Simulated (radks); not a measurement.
All-electron atom: Mg in [Ne] 3s2. Method: Dirac Kohn-Sham, LDA (Slater exchange, Perdew-Wang correlation), spin-unpolarised, spherical densities, point nucleus; computed with a radial shooting solver on a logarithmic mesh with Libxc functionals.

Unscreened Slater integrals over Kohn-Sham orbitals (hartree). Large and small components are both included.

F0(3s1/2,3s1/2): 0.28925
F0(3s1/2,2p3/2): 0.38981
G1(3s1/2,2p3/2): 0.021355
F0(3s1/2,2p1/2): 0.38990
G1(3s1/2,2p1/2): 0.021305
F0(3s1/2,2s1/2): 0.38918
G0(3s1/2,2s1/2): 0.016550
F0(2p3/2,2p3/2): 1.3403
F2(2p3/2,2p3/2): 0.60379
F0(2p3/2,2p1/2): 1.3426
G2(2p3/2,2p1/2): 0.60428
F0(2p3/2,2s1/2): 1.3120
G1(2p3/2,2s1/2): 0.78617
F0(2p1/2,2p1/2): 1.3449
F0(2p1/2,2s1/2): 1.3140
G1(2p1/2,2s1/2): 0.78658
F0(2s1/2,2s1/2): 1.2980
